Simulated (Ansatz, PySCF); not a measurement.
SeCl3, SMILES [Se](Cl)(Cl)Cl, multiplicity 2. Atoms are numbered in the order given.

```xyz
4

Se    -0.2928    -0.3407     0.0000
Cl     0.3215    -0.5661     2.1875
Cl     0.3215    -0.5661    -2.1875
Cl    -0.0462     1.7900     0.0000
```
Charge 0, spin multiplicity 2.

Coordinates come from a ωB97X-D3(BJ)/def2-SVP optimisation. The spin state was assumed, not searched. The isomer is the one that the SMILES or the coordinates give; other isomers of the formula were not compared.

Two levels are set side by side: PBE-D3(BJ)/def2-SVP (Ansatz, a first-principles code) and ωB97X-D3(BJ)/def2-SVP (PySCF). Each level has its own optimised geometry; the coordinates shown are those of the second. Frequencies come from the Hessian of PySCF at each geometry. Differences are taken from unrounded values.

| quantity | ωB97X-D3(BJ) | PBE-D3(BJ) | PBE-D3(BJ) minus ωB97X-D3(BJ) |
|---|---|---|---|
| mean bond length (Å) | 2.237 | 2.291 | 0.054 |
| bond Se1–Cl2 (Å) | 2.283 | 2.336 | 0.053 |
| bond Se1–Cl3 (Å) | 2.283 | 2.336 | 0.053 |
| bond Se1–Cl4 (Å) | 2.145 | 2.202 | 0.057 |
| highest harmonic wavenumber (cm⁻¹) | 438 | 373 | -64 |
| mean harmonic wavenumber (cm⁻¹) | 244 | 207 | -37 |
| zero-point energy (kcal/mol) | 2.09 | 1.78 | -0.32 |

GGA bonds tend to be longer and softer than those of functionals with exact exchange. Differences between two approximate levels are no errors against the true value.
